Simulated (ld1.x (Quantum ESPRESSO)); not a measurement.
## How hard is this silicon TM potential?

- Element: Si
- Generator: ld1.x (Quantum ESPRESSO) 7.5
- Type: norm-conserving Troullier–Martins (Kleinman–Bylander form)
- Functional: PBEsol
- Relativity: scalar-relativistic
- Frozen core: [Ne]
- Valence charge: 4
- Reference configuration: 3s2 3p0 (charge +2)
- Partial waves: 3s (bound): rc 1.50 bohr; 3p (bound, empty): rc 1.35 bohr; 3d channel at -0.15 Ry: rc 1.65 bohr
- Local potential: all-electron potential smoothed inside 1.50 bohr (lloc = -1)
- Core correction: none

The pseudo-atom Hamiltonian at the reference potential is diagonalised in spherical Bessel functions j_l(qr) that vanish at 20 bohr, with q² up to the cutoff. All-electron valence levels (Ry): 3s -2.0939, 3p -1.5048.

How do the lowest levels (Ry) of each channel move with the cutoff, and are there ghosts?

```
cutoff (Ry)     s #1     s #2     p #1     d #1     d #2     f #1  Σ f·Δε (mRy)
          8  -2.0539  -0.7013  -1.4523  -0.7357  -0.3269  -0.2858          80.0
         12  -2.0842  -0.7078  -1.4531  -0.7538  -0.3334  -0.2859          19.5
         18  -2.0898  -0.7089  -1.4535  -0.7668  -0.3381  -0.2860           8.2
         30  -2.0917  -0.7100  -1.4680  -0.7773  -0.3418  -0.2860           4.5
         40  -2.0935  -0.7108  -1.4870  -0.7807  -0.3430  -0.2860           0.8
         50  -2.0937  -0.7108  -1.4999  -0.7813  -0.3432  -0.2860           0.5
        400  -2.0939  -0.7109  -1.5048  -0.7813  -0.3433  -0.2860           0.0
```

Result: no extra level below or beside the all-electron valence levels (s, p, d, f tested); 10 mRy is reached at 18 Ry and 1 mRy at 40 Ry.

The cutoffs count occupied waves only; the empty 3p level needs 45 Ry at the loose tolerance.
